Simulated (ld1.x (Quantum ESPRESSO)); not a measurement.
## Building the ultrasoft potential for Hf (Z = 72) (PBE, scalar-relativistic).

ld1.x (Quantum ESPRESSO) 7.5 was run on this input:

```
&input
   title='Hf', zed=72., rel=1, dft='PBE', iswitch=3,
   config='[Xe] 4f14 5d2 6s2 6p0',
   nld=3, rlderiv=2.40, eminld=-7.0, emaxld=5.0, deld=0.02
 /
 &inputp
   pseudotype=3, tm=.true., lloc=-1, rcloc=2.20,
   nlcc=.false.,
   which_augfun='PSQ', rmatch_augfun_nc=.true.,
   file_pseudopw='Hf.UPF', file_wfcaegen='ae.wfc', file_wfcncgen='nc.wfc', file_beta='beta', file_chi='chi', file_wfcusgen='us.wfc'
 /
6
5S  1  0   2.00   0.00  1.75  2.05  0.0
6S  2  0   2.00   0.00  1.75  2.05  0.0
5P  2  1   6.00   0.00  2.00  2.20  0.0
6P  3  1   0.00   0.00  2.00  2.20  0.0
5D  3  2   2.00   0.00  1.30  1.80  0.0
5D  3  2   0.00   0.35  1.30  1.80  0.0
 &test
   configts(1)='5s2 5p6 5d2 6s2 6p0'
 /
```

Command:

```bash
ld1.x < Hf.in > Hf.out
```

Output (shortened: banner, matrices, multipoles, cross overlaps and the repeated all-electron block are left out):

```
Program LD1 v.7.5
     --------------------------- All-electron run ----------------------------

     Hf
     scalar relativistic calculation

     atomic number is 72.00
     dft =PBE   lsd =0 sic =0 latt =0  beta=0.20 tr2=1.0E-14
     Exchange-correlation= PBE
                           (   1   4   3   4   0   0   0)
     mesh =1271 r(mesh) =  99.31870 a.u. xmin = -7.00 dx = 0.01250
     1 Ry =  13.60569312 eV, c = 137.03599908

     n l     nl                  e(Ry)          e(Ha)          e(eV)
     1 0     1S 1( 2.00)     -4798.6110     -2399.3055    -65288.4286
     2 0     2S 1( 2.00)      -820.6457      -410.3228    -11165.4529
     2 1     2P 1( 6.00)      -720.5158      -360.2579     -9803.1172
     3 0     3S 1( 2.00)      -186.9869       -93.4935     -2544.0869
     3 1     3P 1( 6.00)      -157.0786       -78.5393     -2137.1631
     4 0     4S 1( 2.00)       -37.6716       -18.8358      -512.5485
     4 1     4P 1( 6.00)       -27.8617       -13.9309      -379.0778
     3 2     3D 1(10.00)      -121.7032       -60.8516     -1655.8558
     5 0     5S 1( 2.00)        -4.9256        -2.4628       -67.0155
     5 1     5P 1( 6.00)        -2.6146        -1.3073       -35.5735
     4 2     4D 1(10.00)       -15.1900        -7.5950      -206.6705
     4 3     4F 1(14.00)        -1.2373        -0.6187       -16.8347
     5 2     5D 1( 2.00)        -0.1976        -0.0988        -2.6887
     6 0     6S 1( 2.00)        -0.3754        -0.1877        -5.1082
     6 1     6P 1( 0.00)        -0.1026        -0.0513        -1.3962

     final scf error:  9.5E-15 reached in  28 iterations

     Etot =  -30156.442974 Ry,  -15078.221487 Ha, -410299.308785 eV

     Ekin =   33046.727666 Ry,   16523.363833 Ha,  449623.635342 eV
     Encl =  -74400.522534 Ry,  -37200.261267 Ha,-1012270.677782 eV
     Eh   =   11812.508265 Ry,    5906.254132 Ha,  160717.362466 eV
     Exc  =    -615.156371 Ry,    -307.578186 Ha,   -8369.628810 eV

     normalization and overlap integrals

     s(1S/1S) =  1.000000  <r> =   0.0190  <r2> =    0.0005  r(max) =   0.0120
     s(2S/2S) =  1.000000  <r> =   0.0804  <r2> =    0.0076  r(max) =   0.0679
     s(2P/2P) =  1.000000  <r> =   0.0717  <r2> =    0.0063  r(max) =   0.0556
     s(3S/3S) =  1.000000  <r> =   0.2086  <r2> =    0.0498  r(max) =   0.1917
     s(3P/3P) =  1.000000  <r> =   0.2085  <r2> =    0.0504  r(max) =   0.1893
     s(4S/4S) =  1.000000  <r> =   0.4682  <r2> =    0.2475  r(max) =   0.4375
     s(4P/4P) =  1.000000  <r> =   0.4976  <r2> =    0.2818  r(max) =   0.4599
     s(3D/3D) =  1.000000  <r> =   0.1890  <r2> =    0.0419  r(max) =   0.1550
     s(5S/5S) =  1.000000  <r> =   1.1348  <r2> =    1.4495  r(max) =   1.0109
     s(5P/5P) =  1.000000  <r> =   1.3423  <r2> =    2.0507  r(max) =   1.1599
     s(4D/4D) =  1.000000  <r> =   0.5352  <r2> =    0.3323  r(max) =   0.4716
     s(4F/4F) =  1.000000  <r> =   0.6773  <r2> =    0.5953  r(max) =   0.4542
     s(5D/5D) =  1.000000  <r> =   2.5139  <r2> =    7.9530  r(max) =   1.6876
     s(6S/6S) =  1.000000  <r> =   3.4500  <r2> =   13.5887  r(max) =   2.8888
     s(6P/6P) =  1.000000  <r> =   5.1293  <r2> =   30.7367  r(max) =   4.0484

     ------------------------ End of All-electron run ------------------------

     --------------------- Generating US pseudopotential ---------------------

      Generating local potential from pseudized AE potential:
      Matching radius rcloc =   2.2000

      Local pseudo, rcloc= 2.222 Estimated cut-off energy=     5.05 Ry
      Wfc-us  5S rcutus= 2.061  Estimated cut-off energy=    13.39 Ry
      Wfc-us  6S rcutus= 2.061  Estimated cut-off energy=    27.28 Ry
      Wfc-us  5P rcutus= 2.222  Estimated cut-off energy=    17.42 Ry
      Wfc-us  6P rcutus= 2.222  Estimated cut-off energy=    32.43 Ry
      Wfc-us  5D rcutus= 1.819  Estimated cut-off energy=    33.71 Ry
      Wfc-us  5D rcutus= 1.819  Estimated cut-off energy=    34.90 Ry

     Q pseudized with Bessel functions
     Expected ecutrho=     220.2884 due to l1=  2   l2=  2

     ------------------- End of pseudopotential generation -------------------

     Computing logarithmic derivative in   2.40994
     Computing logarithmic derivative in   2.40994
     Computing the partial wave expansion
     R is outside the sphere for l=    0 j= 0.00
     R is outside the sphere for l=    0 j= 0.00
     R is outside the sphere for l=    1 j= 0.00
     R is outside the sphere for l=    1 j= 0.00
     R is outside the sphere for l=    2 j= 0.00
     R is outside the sphere for l=    2 j= 0.00

     ---------------------- Testing the pseudopotential ----------------------

     Hf
     scalar relativistic calculation

     atomic number is 72.00   valence charge is 12.00
     dft =PBE   lsd =0 sic =0 latt =0  beta=0.20 tr2=1.0E-14
     mesh =1271 r(mesh) =  99.31870 xmin = -7.00 dx = 0.01250

     n l     nl             e AE (Ry)        e PS (Ry)    De AE-PS (Ry)
     1 0     5S   1( 2.00)       -4.92555       -4.92552       -0.00004
     2 1     5P   1( 6.00)       -2.61460       -2.61457       -0.00003
     3 2     5D   1( 2.00)       -0.19761       -0.19760       -0.00001
     2 0     6S   1( 2.00)       -0.37544       -0.37544       -0.00000
     3 1     6P   1( 0.00)       -0.10262       -0.10262       -0.00000

     eps = 9.7E-15  iter =  4

     Etot =  -30156.442974 Ry,  -15078.221487 Ha, -410299.308785 eV
     Etotps =   -99.813620 Ry,     -49.906810 Ha,   -1358.033488 eV

     Ekin =      28.022414 Ry,      14.011207 Ha,     381.264371 eV
     Encl =    -187.283991 Ry,     -93.641995 Ha,   -2548.128505 eV
     Ehrt =      76.589348 Ry,      38.294674 Ha,    1042.051163 eV
     Ecxc =     -11.537274 Ry,      -5.768637 Ha,    -156.972603 eV
     Epseu=      -5.604118 Ry,      -2.802059 Ha,     -76.247914 eV

     ---------------------- End of pseudopotential test ----------------------
```

The ghost test of this file was not conclusive. Its overlap operator is not positive definite in a basis up to 400 Ry (lowest eigenvalue s -0.05), so the file is unfit for use: the generalised eigenproblem breaks down once the basis is large enough, and its test numbers describe a broken file.

Generation and configuration tests took about 2.7 s on one core of a shared server CPU.

Transferability test of the new file with ld1.x, input:

```
&input
   title='Hf', zed=72., rel=1, dft='PBE', iswitch=2,
   config='[Xe] 4f14 5d2 6s2 6p0'
 /
 &test
   file_pseudo='Hf.UPF', nconf=8,
   configts(1)='5s2 5p6 5d2 6s2 6p0',
   configts(2)='5s2 5p6 5d2 6s1 6p0',
   configts(3)='5s2 5p6 5d2 6s0 6p0',
   configts(4)='5s2 5p6 5d1 6s0 6p0',
   configts(5)='5s1 5p6 5d2 6s2 6p0',
   configts(6)='5s2 5p6 5d2 6s0 6p2',
   configts(7)='5s2 5p6 5d0 6s0 6p0',
   configts(8)='5s2 5p6 5d3 6s0 6p0'
 /
```

```bash
ld1.x < Hf.test.in > Hf.test.out
```

Pseudopotential blocks of its output, shortened (energy terms left out; the distinct warnings before each block abridged to one line each):

```
     ---------------------- Testing the pseudopotential ----------------------

     n l     nl             e AE (Ry)        e PS (Ry)    De AE-PS (Ry)
     1 0     5S   1( 2.00)       -4.92555       -4.92552       -0.00004
     2 1     5P   1( 6.00)       -2.61460       -2.61457       -0.00003
     3 2     5D   1( 2.00)       -0.19761       -0.19760       -0.00001
     2 0     6S   1( 2.00)       -0.37544       -0.37544       -0.00000
     3 1     6P   1( 0.00)       -0.10262       -0.10262       -0.00000

     eps = 9.8E-15  iter =  4

     Etot =  -30156.442974 Ry,  -15078.221487 Ha, -410299.308785 eV
     Etotps =   -99.813620 Ry,     -49.906810 Ha,   -1358.033488 eV

     ---------------------- End of pseudopotential test ----------------------

          ---------------------- Testing the pseudopotential ----------------------

     n l     nl             e AE (Ry)        e PS (Ry)    De AE-PS (Ry)
     1 0     5S   1( 2.00)       -5.43473       -5.43272       -0.00201
     2 1     5P   1( 6.00)       -3.12470       -3.12298       -0.00172
     3 2     5D   1( 2.00)       -0.67663       -0.67646       -0.00017
     2 0     6S   1( 1.00)       -0.80664       -0.80601       -0.00063
     3 1     6P   1( 0.00)       -0.46737       -0.46713       -0.00025

     eps = 7.2E-16  iter = 15

     Etot =  -30155.856735 Ry,  -15077.928367 Ha, -410291.332597 eV
     Etotps =   -99.227388 Ry,     -49.613694 Ha,   -1350.057389 eV
     dEtot_ae =       0.586239 Ry
     dEtot_ps =       0.586232 Ry,   Delta E=       0.000006 Ry

     ---------------------- End of pseudopotential test ----------------------

          ---------------------- Testing the pseudopotential ----------------------

     n l     nl             e AE (Ry)        e PS (Ry)    De AE-PS (Ry)
     1 0     5S   1( 2.00)       -6.03295       -6.02855       -0.00441
     2 1     5P   1( 6.00)       -3.72086       -3.71672       -0.00414
     3 2     5D   1( 2.00)       -1.22774       -1.22657       -0.00117
     2 0     6S   1( 0.00)       -1.28626       -1.28337       -0.00290
     3 1     6P   1( 0.00)       -0.88327       -0.88208       -0.00119

     eps = 2.7E-15  iter =  9

     Etot =  -30154.814546 Ry,  -15077.407273 Ha, -410277.152887 eV
     Etotps =   -98.186472 Ry,     -49.093236 Ha,   -1335.895000 eV
     dEtot_ae =       1.628428 Ry
     dEtot_ps =       1.627149 Ry,   Delta E=       0.001280 Ry

     ---------------------- End of pseudopotential test ----------------------

          ---------------------- Testing the pseudopotential ----------------------

     n l     nl             e AE (Ry)        e PS (Ry)    De AE-PS (Ry)
     1 0     5S   1( 2.00)       -6.92846       -6.93557        0.00711  !
     2 1     5P   1( 6.00)       -4.59441       -4.60028        0.00587  !
     3 2     5D   1( 1.00)       -1.99375       -1.99370       -0.00005
     2 0     6S   1( 0.00)       -1.90796       -1.90352       -0.00445
     3 1     6P   1( 0.00)       -1.41859       -1.42112        0.00253

     eps = 7.7E-15  iter = 10

     Etot =  -30153.212710 Ry,  -15076.606355 Ha, -410255.358809 eV
     Etotps =   -96.585129 Ry,     -48.292564 Ha,   -1314.107624 eV
     dEtot_ae =       3.230264 Ry
     dEtot_ps =       3.228491 Ry,   Delta E=       0.001772 Ry

     ---------------------- End of pseudopotential test ----------------------

          Warning: n=1, l=0 expected 0 nodes, found 1
     Warning: n=2, l=1 expected 0 nodes, found 1
     ---------------------- Testing the pseudopotential ----------------------

     n l     nl             e AE (Ry)        e PS (Ry)    De AE-PS (Ry)
     1 0     5S   1( 1.00)       -5.85961       -5.90722        0.04762  !
     2 1     5P   1( 6.00)       -3.49574       -3.55419        0.05845  !
     3 2     5D   1( 2.00)       -0.89149       -0.90662        0.01513  !
     2 0     6S   1( 2.00)       -0.90815       -0.90598       -0.00216
     3 1     6P   1( 0.00)       -0.52384       -0.51433       -0.00950  !

     eps = 7.8E-15  iter = 16

     Etot =  -30151.071258 Ry,  -15075.535629 Ha, -410226.222868 eV
     Etotps =   -94.420034 Ry,     -47.210017 Ha,   -1284.650007 eV
     dEtot_ae =       5.371716 Ry
     dEtot_ps =       5.393586 Ry,   Delta E=      -0.021871 Ry

     ---------------------- End of pseudopotential test ----------------------

          ---------------------- Testing the pseudopotential ----------------------

     n l     nl             e AE (Ry)        e PS (Ry)    De AE-PS (Ry)
     1 0     5S   1( 2.00)       -5.13478       -5.14161        0.00683  !
     2 1     5P   1( 6.00)       -2.82261       -2.82923        0.00661  !
     3 2     5D   1( 2.00)       -0.36405       -0.36458        0.00053
     2 0     6S   1( 0.00)       -0.49686       -0.49656       -0.00030
     3 1     6P   1( 2.00)       -0.19323       -0.19295       -0.00028

     eps = 5.9E-15  iter = 18

     Etot =  -30155.865133 Ry,  -15077.932567 Ha, -410291.446864 eV
     Etotps =   -99.235626 Ry,     -49.617813 Ha,   -1350.169469 eV
     dEtot_ae =       0.577841 Ry
     dEtot_ps =       0.577995 Ry,   Delta E=      -0.000154 Ry

     ---------------------- End of pseudopotential test ----------------------
```

The test run then stopped with an error in chargeps: “negative rho”.
